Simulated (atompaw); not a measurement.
**arsenic (As): one change to a PAW (atompaw) potential, before and after**

arsenic (As), PAW, made with atompaw 4.2.0.5 (PBEsol, scalar-relativistic). Core [Ar], reference 3d10 4s2 4p3. Waves: 4s (bound): rc 1.80 bohr; 4s channel at -0.3 Ry: rc 1.80 bohr; 4p (bound): rc 1.80 bohr; 4p channel at 0.25 Ry: rc 1.80 bohr; 3d (bound): rc 1.05 bohr; 3d channel at 2.05 Ry: rc 1.05 bohr. Local part: troulliermartins scheme with l = 3 at 0 Ry, radius 1.30 bohr. Core correction: smooth core density matched at 1.65 bohr. Augmentation charge: sinc compensation charge, radius 1.35 bohr; PAW radius 1.80 bohr; waves and projectors: custom rrkj vanderbiltortho.

All-electron outer shells of the reference configuration (PBEsol, scalar-relativistic, ld1.x):

| shell | level (eV) | outermost node (bohr) | outermost maximum (bohr) |
| --- | --- | --- | --- |
| 3s | -189.91 | 0.25 | 0.52 |
| 3p | -133.47 | 0.22 | 0.52 |
| 3d | -40.64 | – | 0.47 |
| 4s | -14.50 | 0.73 | 1.61 |
| 4p | -5.20 | 0.78 | 1.97 |

Change: all radii scaled by about 1.27 (s 2.28, p 2.28, d 1.34 bohr); local potential troulliermartins scheme with l = 3 at 0 Ry, radius 1.64 bohr; augmentation sinc compensation charge, radius 1.72 bohr; PAW radius 2.28 bohr; waves and projectors: custom rrkj vanderbiltortho; core correction smooth core density matched at 2.10 bohr.

Cutoffs: the cutoffs (Ry, on a coarse ladder) from which the occupation-weighted sum of valence levels, in a spherical-Bessel basis at the reference potential, stays within 10 and 1 mRy of its value at 400 Ry; they do not see the model core or the augmentation charge, which bear on the density cutoff.

What does the change do?

The potential gets softer (140 Ry and 230 Ry → 70 Ry and 120 Ry); the bound ghost in s disappears. A larger radius leaves more room for a smooth pseudo-wave, so fewer plane waves are needed.

```csv
quantity,base,changed
"cutoff, loose",140 Ry,70 Ry
"cutoff, tight",230 Ry,120 Ry
loose cutoff by channel (10 mRy a level),"s 6 Ry, p 6 Ry, d 90 Ry","s 6 Ry, p 8 Ry, d 50 Ry"
bound ghosts,s,none
lowest overlap eigenvalue by channel,"s 0.25, p 0.51, d 0.23","s 0.25, p 0.58, d 0.86"
```

 A true bound ghost makes a file unfit for plane-wave use even where its test errors are small: the radial tests pick states by their node count and pass the ghost by. The cutoffs see the waves, projectors and local potential, not the compensation charge or the core.
